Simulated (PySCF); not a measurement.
## MnO₃I: from structure and modes to constants

All numbers come from B3LYP in PySCF with Mn def2-SVP, O def2-SVP, I def2-SVP with ECP28; scalar-relativistic core potentials, no spin–orbit coupling; density-fitted integrals.

The singlet minimum has C3v symmetry. Masses (u): Mn 54.93805, O 15.99492, I 126.90447.

```xyz
5
charge 0 multiplicity 1, angstrom
Mn   -1.0516    0.0000   -0.7436
O    -2.2729   -0.0001    0.2094
O    -0.9885    1.2845   -1.6071
O    -0.9885   -1.2844   -1.6072
I     0.9935    0.0000    0.7025
```

Harmonic wavenumbers (cm⁻¹): 188.1 (e, ×2), 210.8 (a1, ×1), 392.0 (a1, ×1), 412.4 (e, ×2), 1031.0 (a1, ×1), 1089.3 (e, ×2).

(1) Find the principal moments of inertia and the rotational constants. What kind of rotor is it?

(2) Give the standard entropy (298.15 K, 1 bar) by its translational, rotational, vibrational and spin parts, and Cp.

Answers

(1) About the centre of mass I = 105.56, 476.24, 476.24 u Å². With B = 16.8576/I this gives 0.1597, 0.0354, 0.0354 cm⁻¹. The molecule is a prolate symmetric top.

(2) Sackur–Tetrode with M = 229.83 u gives 176.7; rotation with symmetry number 3 gives 110.0; vibration 40.0; spin R ln 1 = 0.0. The total is 326.7 J/(mol K), and Cp = 4 R + 45.3 = 78.6 J/(mol K).

Other isomers or separated fragments may lie lower.
